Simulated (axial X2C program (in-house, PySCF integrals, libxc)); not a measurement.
**Outer orbitals of GaZr at 2.602 Å, PBE0**

All values were computed with an in-house relativistic program for diatomic molecules. Spin-free means the one-electron spin-free X2C Hamiltonian; two-component (2c) means X2C with spin–orbit coupling and atomic mean-field two-electron Coulomb and Gaunt terms, so the difference of the two also holds small scalar two-electron terms. Basis: Zr dyall-cv3z [11s12p9d6f3g], Ga dyall-cv3z [9s9p7d4f1g] (cores contracted in-house); Gaussian nuclei, density fitting, unrestricted open shells. Masses: Zr 89.905 u, Ga 68.926 u.

The distance is close to the 2c PBE0 minimum; the highest filled and lowest empty levels are listed.

Spin-free orbitals, state M_S = 5/2, Λ = 2 (beyond evenly filled blocks: 2 × σα, π+α, π-α, δ+α) (Löwdin shares):

```csv
symmetry,occupied,ε (eV),atomic character
π-β,yes,-31.88,100% Zr p
π+β,yes,-31.88,100% Zr p
σβ,yes,-31.79,98% Zr p
σα,yes,-21.57,100% Ga d
δ+α,yes,-21.57,100% Ga d
δ-α,yes,-21.57,100% Ga d
π+α,yes,-21.57,100% Ga d
π-α,yes,-21.57,100% Ga d
δ-β,yes,-21.51,100% Ga d
δ+β,yes,-21.51,100% Ga d
π-β,yes,-21.46,100% Ga d
π+β,yes,-21.46,100% Ga d
σβ,yes,-21.46,100% Ga d
σα,yes,-10.43,"61% Ga s, 12% Zr d, 11% Zr p"
σβ,yes,-8.81,"65% Ga s, 12% Zr p, 10% Zr d"
σα,yes,-5.03,"45% Ga p, 39% Zr s, 6% Zr p"
π+α,yes,-4.66,"62% Zr d, 29% Ga p, 4% Zr p"
π-α,yes,-4.58,"60% Zr d, 31% Ga p, 5% Zr p"
σα,yes,-4.51,"64% Zr d, 20% Zr s, 9% Ga p"
δ+α,yes,-4.31,99% Zr d
σβ,no,-1.92,"44% Zr s, 42% Ga p, 9% Zr p"
δ-α,no,-1.76,99% Zr d
π+α,no,-1.64,"53% Zr p, 26% Zr d, 19% Ga p"
π-α,no,-1.56,"52% Zr p, 27% Zr d, 19% Ga p"
```

Spinors with spin–orbit coupling (state Ω = 1/2):

| ω | occupied | ε (eV) | atomic character | λ mixture |
| --- | --- | --- | --- | --- |
| -1/2 | yes | -31.53 | 98% Zr p | 93% σ, 7% π |
| -3/2 | yes | -31.25 | 100% Zr p | 100% π |
| -3/2 | yes | -21.82 | 100% Ga d | 86% δ, 14% π |
| -1/2 | yes | -21.79 | 100% Ga d | 71% π, 29% σ |
| 3/2 | yes | -21.79 | 100% Ga d | 75% δ, 25% π |
| 1/2 | yes | -21.78 | 100% Ga d | 53% σ, 47% π |
| 5/2 | yes | -21.41 | 100% Ga d | 100% δ |
| 3/2 | yes | -21.39 | 100% Ga d | 75% π, 25% δ |
| 1/2 | yes | -21.36 | 100% Ga d | 53% π, 47% σ |
| -5/2 | yes | -21.34 | 100% Ga d | 100% δ |
| -1/2 | yes | -21.33 | 100% Ga d | 71% σ, 29% π |
| -3/2 | yes | -21.32 | 100% Ga d | 86% π, 14% δ |
| 1/2 | yes | -10.42 | 61% Ga s, 12% Zr d, 11% Zr p | 100% σ |
| -1/2 | yes | -8.81 | 65% Ga s, 12% Zr p, 10% Zr d | 100% σ |
| 1/2 | yes | -5.03 | 45% Ga p, 39% Zr s, 6% Zr p | 100% σ |
| -1/2 | yes | -4.68 | 61% Zr d, 30% Ga p, 5% Zr p | 100% π |
| 3/2 | yes | -4.55 | 60% Zr d, 31% Ga p, 4% Zr p | 100% π |
| 1/2 | yes | -4.50 | 64% Zr d, 21% Zr s, 9% Ga p | 100% σ |
| -3/2 | yes | -4.35 | 99% Zr d | 100% δ |
| -1/2 | no | -1.92 | 44% Zr s, 41% Ga p, 9% Zr p | 100% σ |
| 5/2 | no | -1.72 | 99% Zr d | 100% δ |
| -1/2 | no | -1.66 | 52% Zr p, 26% Zr d, 19% Ga p | 100% π, 0% σ |
| 3/2 | no | -1.53 | 52% Zr p, 27% Zr d, 19% Ga p | 100% π |

How does the gap between the highest filled and lowest empty level change from the spin-free to the 2c table?

From 2.39 to 2.43 eV at PBE0, a change of 0.04 eV.

Mulliken charges and populations of the two-component result (they depend on the basis, above all on diffuse functions):

Zr -0.03 e (s 8.89 p 18.16 d 12.97 f 0.01), Ga 0.03 e (s 7.80 p 13.14 d 10.03 f 0.01). ⟨Lz⟩ = -2.00 ħ and ⟨Sz⟩ = 2.50 ħ (1.92 and 0.58 on the two atoms), which add up to Ω.

The state is a single determinant with fixed occupations, the lowest that a limited PBE0 search found. Density functionals use the spin component along the axis (collinear). PBE0 can misorder states that lie within some tenths of an eV, so this need not be the ground state of the molecule. The nearest other spin-free determinant of the search, M_S = 3/2, Λ = 0, lies 0.28 eV up at the distance of the search. The functionals have no current-density term, which raises determinants with orbital currents, atoms included. Where the spin of this state cannot come from the lowest atoms of a level, the curve heads to a higher limit and no De is given. With several unpaired electrons one determinant need not be a pure state.
